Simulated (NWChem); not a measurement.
Correlation energy of ClIn

```
In
Cl 1 2.4486
```
Charge 0, spin multiplicity 1.

All runs are NWChem calculations. All single points use one geometry, from PBE/def2-SVP with def2 effective core potentials on In, a minimum by its harmonic frequencies.

Basis set: def2-TZVP. Each correlation energy counts from its own Hartree-Fock reference.

Effective core potentials replace the inner electrons of In; spin-orbit coupling is left out. The correlated methods keep 9 core orbitals frozen. The structure started from a generated list of species. No row is a measurement; the coupled-cluster row has its own basis-set and correlation limits.

### Question
For the correlation energy, MP2 gives -450.3 mHa and SCS-MP2 gives -419.6 mHa. What do CR-CCSD[T], CR-CCSD(T), CCSD give?

### Answer
CR-CCSD[T]: -473.4 mHa; CR-CCSD(T): -472.7 mHa; CCSD: -460.0 mHa.
